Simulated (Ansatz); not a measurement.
BH-, multiplicity 2 (lowest of 2S+1 = 2, 4 at CCSD(T)/def2-TZVPP on PBE0 minima; our sources give no spin for the ground state, which may be another), most abundant isotopes (1.0078 and 11.0093 u). Constants from fifth-degree fits in 1/R to seven points on the lowest solution found; no spin–orbit coupling, no relativity up to Kr; ω_e x_e and α_e move by some per cent with the fit.

Cores are frozen in the correlated methods. CBS(a, b) extrapolates the correlation energy as X⁻³ and adds the Hartree–Fock energy of set b.

Run with Ansatz (an electronic-structure program) with Gaussian orbitals. Values without a source in brackets are computed.

```
level                                  r_e (Å)  ω_e (cm⁻¹)  ω_e x_e (cm⁻¹)  α_e (cm⁻¹)
-------------------------------------  -------  ----------  --------------  ----------
PBE/def2-TZVPP                          1.2776      2021.1            59.0       0.512
CCSD(T)/CBS(aug-cc-pVTZ, aug-cc-pVQZ)   1.2551      2152.0            62.5       0.511
```

Q: Predict ω_e, ω_e x_e, B_e and the fall in zero-point energy on putting deuterium (2.014102 u) for H, at CCSD(T)/CBS(aug-cc-pVTZ, aug-cc-pVQZ).

A: 
The curve stays; ρ = √(μ_H/μ_D) = √(0.92330/1.70262) = 0.73640. ω_e scales with ρ: 1585 cm⁻¹; ω_e x_e and B_e with ρ²: 33.9 and 6.285 cm⁻¹. The zero-point energy falls by 276 cm⁻¹, by which D₀ of the deuteride is larger.

Doubts at one or more of the structures used: a spin-contaminated determinant (CCSD(T)/CBS(aug-cc-pVTZ, aug-cc-pVQZ)); T1 above 0.05 (CCSD(T)/CBS(aug-cc-pVTZ, aug-cc-pVQZ)).
